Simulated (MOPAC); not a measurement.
Job for MOPAC: PM7 on CH5NOSn (SMILES C[O][Sn][NH2]), a point of a torsion scan.

```
PM7 1SCF PRECISE CHARGE=0 THREADS=1
CH5NOSn

C     -1.85722304 1    -0.21357157 1     0.16550645 1
O     -0.47122486 1    -0.33551842 1     0.27976589 1
Sn     1.01297047 1    -0.44409014 1     1.70918444 1
N      2.44268294 1    -0.45046907 1     0.25653117 1
H     -2.17215893 1     0.82673598 1     0.29275624 1
H     -2.39567966 1    -0.82998979 1     0.89256136 1
H     -2.14775580 1    -0.53918869 1    -0.83750293 1
H      2.18914977 1    -0.39914700 1    -0.72209588 1
H      3.45021343 1    -0.49505673 1     0.32308395 1
```

The log:

```
*******************************************************************************
 **                                                                           **
 **                              MOPAC v23.2.5                                **
 **                                                                           **
 *******************************************************************************
 ** MOPAC's Digital Object Identifier: https://doi.org/10.5281/zenodo.6511958 **
 **                                                                           **
 ** Please cite the open-source release paper for use of this MOPAC version:  **
 ** J. E. Moussa and J. J. P. Stewart (2026)                                  **
 ** MOPAC: An open-source semiempirical molecular orbital program             **
 ** J. Open Source Softw., 11(119), 8025, https://doi.org/10.21105/joss.08025 **
 *******************************************************************************

                              PM7 CALCULATION RESULTS

 *******************************************************************************
 *  PM7        - The PM7 Hamiltonian to be used
 *
 *
 *
 *                 CHARGE ON SYSTEM = 0
 *
 *
 *
 *  PRECISE    - TIGHTER CRITERIA TO BE USED
 *  1SCF       - DO 1 SCF AND THEN STOP
 *  THREADS=1  - MULTI-THREADING NOT USED
 *  T=         - A TIME OF 172800.0 SECONDS REQUESTED
 *  DUMP=N     - RESTART FILE WRITTEN EVERY 7200.0 SECONDS REQUESTED
 *******************************************************************************
PM7 1SCF PRECISE CHARGE=0 THREADS=1
 CH5NOSn

   ATOM   CHEMICAL          X               Y               Z
  NUMBER   SYMBOL      (ANGSTROMS)     (ANGSTROMS)     (ANGSTROMS)

     1       C         -1.85722304  *  -0.21357157  *   0.16550645  *
     2       O         -0.47122486  *  -0.33551842  *   0.27976589  *
     3      Sn          1.01297047  *  -0.44409014  *   1.70918444  *
     4       N          2.44268294  *  -0.45046907  *   0.25653117  *
     5       H         -2.17215893  *   0.82673598  *   0.29275624  *
     6       H         -2.39567966  *  -0.82998979  *   0.89256136  *
     7       H         -2.14775580  *  -0.53918869  *  -0.83750293  *
     8       H          2.18914977  *  -0.39914700  *  -0.72209588  *
     9       H          3.45021343  *  -0.49505673  *   0.32308395  *



          CARTESIAN COORDINATES

    NO.       ATOM           X           Y           Z

     1         C         -1.8572     -0.2136      0.1655
     2         O         -0.4712     -0.3355      0.2798
     3        Sn          1.0130     -0.4441      1.7092
     4         N          2.4427     -0.4505      0.2565
     5         H         -2.1722      0.8267      0.2928
     6         H         -2.3957     -0.8300      0.8926
     7         H         -2.1478     -0.5392     -0.8375
     8         H          2.1891     -0.3991     -0.7221
     9         H          3.4502     -0.4951      0.3231

 General Reference for PM7:
 "Optimization of Parameters for Semiempirical Methods VI: More Modifications to the
 NDDO Approximations and Re-optimization of Parameters", J. J. P. Stewart, J. Mol. Mod., 1:32, 19 (2013)
 https://link.springer.com/article/10.1007/s00894-012-1667-x

           Empirical Formula: C H5 N O Sn  =     9 atoms



      MOLECULAR POINT GROUP   :   C1


      RHF CALCULATION, NO. OF DOUBLY OCCUPIED LEVELS = 12


 -------------------------------------------------------------------------------
 PM7 1SCF PRECISE CHARGE=0 THREADS=1
 CH5NOSn



     1SCF WAS SPECIFIED, SO BFGS WAS NOT USED
     SCF FIELD WAS ACHIEVED


                              PM7 CALCULATION
                                                       MOPAC v23.2.5 Linux




          FINAL HEAT OF FORMATION =        -13.22312 KCAL/MOL =     -55.32554 KJ/MOL


          COSMO AREA              =        128.88 SQUARE ANGSTROMS
          COSMO VOLUME            =        117.42 CUBIC ANGSTROMS

          IONIZATION POTENTIAL    =          9.271527 EV
          HOMO LUMO ENERGIES (EV) =         -9.272  1.186
          NO. OF FILLED LEVELS    =         12
          MOLECULAR WEIGHT        =        165.7466         POINT GROUP:  C1

          MOLECULAR DIMENSIONS (Angstroms)

            Atom       Atom       Distance
            H     9    H     6     5.88311
           Sn     3    H     7     2.84200
            H     5    H     6     1.62337


          SCF CALCULATIONS        =          1





   ATOM   CHEMICAL          X               Y               Z
  NUMBER   SYMBOL      (ANGSTROMS)     (ANGSTROMS)     (ANGSTROMS)

     1       C         -1.85722304  *  -0.21357157  *   0.16550645  *
     2       O         -0.47122486  *  -0.33551842  *   0.27976589  *
     3      Sn          1.01297047  *  -0.44409014  *   1.70918444  *
     4       N          2.44268294  *  -0.45046907  *   0.25653117  *
     5       H         -2.17215893  *   0.82673598  *   0.29275624  *
     6       H         -2.39567966  *  -0.82998979  *   0.89256136  *
     7       H         -2.14775580  *  -0.53918869  *  -0.83750293  *
     8       H          2.18914977  *  -0.39914700  *  -0.72209588  *
     9       H          3.45021343  *  -0.49505673  *   0.32308395  *

                             CARTESIAN COORDINATES

   1    C       -1.857223040    -0.213571570     0.165506450
   2    O       -0.471224860    -0.335518420     0.279765890
   3   Sn        1.012970470    -0.444090140     1.709184440
   4    N        2.442682940    -0.450469070     0.256531170
   5    H       -2.172158930     0.826735980     0.292756240
   6    H       -2.395679660    -0.829989790     0.892561360
   7    H       -2.147755800    -0.539188690    -0.837502930
   8    H        2.189149770    -0.399147000    -0.722095880
   9    H        3.450213430    -0.495056730     0.323083950


           Empirical Formula: C H5 N O Sn  =     9 atoms



      MOLECULAR POINT GROUP   :   C1


                  EIGENVALUES
 -34.05296 -26.78428 -22.79490 -16.08217 -15.11480 -14.49563 -14.44361 -13.69687
 -10.69868 -10.13249  -9.69162  -9.27153   1.18598   1.86575   2.45000   5.38703
   6.10944   6.17415   6.55789   6.76366   7.47493


              NET ATOMIC CHARGES AND DIPOLE CONTRIBUTIONS

  ATOM NO.   TYPE          CHARGE      No. of ELECS.   s-Pop       p-Pop
    1          C          -0.015147        4.0151     1.05951     2.95564
    2          O          -0.856110        6.8561     1.80325     5.05286
    3         Sn           0.968049        3.0320     1.58732     1.44463
    4          N          -0.961778        5.9618     1.58914     4.37264
    5          H           0.094549        0.9055     0.90545
    6          H           0.089716        0.9103     0.91028
    7          H           0.111822        0.8882     0.88818
    8          H           0.281169        0.7188     0.71883
    9          H           0.287731        0.7123     0.71227
 DIPOLE           X         Y         Z       TOTAL
 POINT-CHG.     0.051    -0.084     5.139     5.140
 HYBRID         0.250     0.174    -5.676     5.684
 SUM            0.301     0.090    -0.537     0.622


          ATOMIC ORBITAL ELECTRON POPULATIONS

     Atom    s        px        py        pz
    1  C   1.05951   0.74523   1.10019   1.11022
    2  O   1.80325   1.33124   1.93036   1.79126
    3 Sn   1.58732   0.38229   0.18729   0.87505
    4  N   1.58914   1.23593   1.86233   1.27438
    5  H   0.90545
    6  H   0.91028
    7  H   0.88818
    8  H   0.71883
    9  H   0.71227

 **********************
 *                    *
 * JOB ENDED NORMALLY *
 *                    *
 **********************




 == MOPAC DONE ==
```

The run finished.

Cost: about 0.020 core-seconds (a rough figure).
